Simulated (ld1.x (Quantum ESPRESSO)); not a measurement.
Before and after: TM potential for selenium (Se)

```json
{
 "Element": "Se (Z = 34)",
 "Generator": "ld1.x (Quantum ESPRESSO) 7.5",
 "Type": "norm-conserving Troullier–Martins (Kleinman–Bylander form)",
 "Functional": "PBE",
 "Relativity": "fully relativistic",
 "Frozen core": "[Ar] 3d10",
 "Valence charge": "6",
 "Reference configuration": "4s2 4p2 (charge +2)",
 "Partial waves": "4p (bound): rc 1.20 bohr; 4d channel at 0.4 Ry: rc 1.10 bohr; 4s (bound): rc 1.20 bohr",
 "Local potential": "the s channel",
 "Core correction": "none"
}
```

Open shells are filled in proportion to 2j + 1 (rel_dist='average').

Change: core correction a·sin(br)/r model core inside 0.78 bohr.

Cutoffs: the cutoffs (Ry, on a coarse ladder) from which the occupation-weighted sum of valence levels, in a spherical-Bessel basis at the reference potential, stays within 10 and 1 mRy of its value at 400 Ry; they do not see the model core or the augmentation charge, which bear on the density cutoff. Errors are all-electron minus pseudo energies relative to the spin-unpolarised reference configuration.

Question: Predict the effect on cutoff, ghosts and configuration errors.

Answer: The potential gets neither clearly harder nor softer (100 Ry and 230 Ry → 100 Ry and 230 Ry); both files keep a bound ghost (d, p); of the 7 tests that both files solve, the error grows in 0 and shrinks in 7 by more than 15 % and 0.3 meV (median size 1.7 → 0.6 meV). Exchange and correlation are not linear in the density, so unscreening with the valence charge alone errs where core and valence overlap; a model core restores that term. A model core, the more so a compact one, raises the density cutoff, which this test does not measure.

| quantity | base | changed |
| --- | --- | --- |
| cutoff, loose | 100 Ry | 100 Ry |
| cutoff, tight | 230 Ry | 230 Ry |
| bound ghosts | p3/2, d5/2, d3/2, p1/2 | p3/2, d5/2, d3/2, p1/2 |
| error for 4s2 4p4, meV [ΔE -31.20 eV] | +1.2 | +0.3 |
| error for 4s2 4p3, meV [ΔE -20.35 eV] | +0.5 | -0.1 |
| error for 4s2 4p1, meV [ΔE 30.87 eV] | +4.8 | -1.9 |
| error for 4s2 4p4.3, meV [ΔE -32.80 eV] | +1.7 | +0.6 |
| error for 4s0 4p6, meV [ΔE -9.25 eV] | +71 | +0.6 |
| error for 4s2 4p3.5, meV [ΔE -26.89 eV] | +0.8 | 0.0 |
| error for 4s1 4p5, meV [ΔE -20.33 eV] | +21 | +5.1 |
| s: phases at 1.31 bohr within 0.05 rad from the reference energy up to (Ry; the scan ends near 5) | -1.0 | -1.0 |
| p1/2: phases at 1.31 bohr within 0.05 rad from the reference energy up to (Ry; the scan ends near 5) | -1.4 | -1.4 |
| p3/2: phases at 1.31 bohr within 0.05 rad from the reference energy up to (Ry; the scan ends near 5) | -0.1 | -0.1 |
| d3/2: phases at 1.31 bohr within 0.05 rad from the reference energy up to (Ry; the scan ends near 5) | 2.0 | 2.0 |
| d5/2: phases at 1.31 bohr within 0.05 rad from the reference energy up to (Ry; the scan ends near 5) | 2.0 | 2.0 |

 A true bound ghost makes a file unfit for plane-wave use even where its test errors are small: the radial tests pick states by their node count and pass the ghost by.
